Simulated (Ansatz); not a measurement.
Abridged output of a molecular run in Ansatz:

```
Functional definition: HF
2040 factors; integrals over basis functions are off by at most 1.2e-3 eV
mean field evaluation 1: about -42973.5298 eV, gradient 5.4e1 eV
mean field evaluation 2: about -42973.9583 eV, gradient 5.5e1 eV
mean field evaluation 4: about -42979.3648 eV, gradient 4.0e0 eV
mean field evaluation 8: about -42979.4471 eV, gradient 3.1e-1 eV
mean field -42979.44744828 eV, -1579.4655612083 hartree, gradient 4.3e-6 eV, S^2 0.000000; 0 other end points of the search recorded, 0 dependent functions left out
23 core orbitals not correlated: weight in the atoms' cores, before any rotation towards them, 1.000 or more for the frozen orbitals, at most 0.000 for the correlated occupied ones
reference -42979.44744828 eV, -1579.4655612083 hartree; 22, 22 occupied and 300, 300 virtual orbitals, 2040 factors
second order -34.18338122 eV of doubles, -0.00000000 eV of singles
cycle   1  -34.81367998 eV  change   -6.3e-1 eV  update   1.2e-1
cycle   2  -35.63597828 eV  change   -8.2e-1 eV  update   3.6e-2
cycle   3  -35.81603841 eV  change   -1.8e-1 eV  update   1.7e-2
cycle   4  -35.79375736 eV  change    2.2e-2 eV  update   3.3e-3
cycle   5  -35.79241363 eV  change    1.3e-3 eV  update   1.3e-3
cycle   6  -35.79321180 eV  change   -8.0e-4 eV  update   3.4e-4
cycle   7  -35.79295510 eV  change    2.6e-4 eV  update   1.1e-4
cycle   8  -35.79289643 eV  change    5.9e-5 eV  update   3.0e-5
cycle   9  -35.79290794 eV  change   -1.2e-5 eV  update   1.2e-5
perturbative correction -1.22399435 eV, -0.0449809626 hartree
Total energy: -43016.46435056 eV, -1580.8259072763 hartree
```

Its atoms:

```xyz
13

F    -1.9840   -0.0142    1.5239
Si   -0.9448   -0.1056    0.3406
Cl   -1.7866   -1.2367   -1.1228
O    -0.6564    1.3737   -0.1865
Si   -0.2730    2.4192   -1.3947
O     0.3978   -0.7955    0.8702
Si    1.2420   -2.1628    1.2217
H    -1.0215    2.0569   -2.6228
H    -0.6469    3.7807   -0.9480
H     1.1856    2.3511   -1.6560
H     1.1412   -3.1137    0.0880
H     0.6927   -2.7825    2.4517
H     2.6541   -1.7705    1.4350
```

(1) Which basis set was used?
A. def2-TZVPP
B. def2-QZVPP
C. def2-TZVPPD
D. def2-SVP

(2) Write the keys of the input that set method, charge and spin (a neutral closed shell needs none for the last two).

Answers

(1) A. It gives 345 functions.

(2) 
```yaml
correlation: {method: ccsd_t}
```
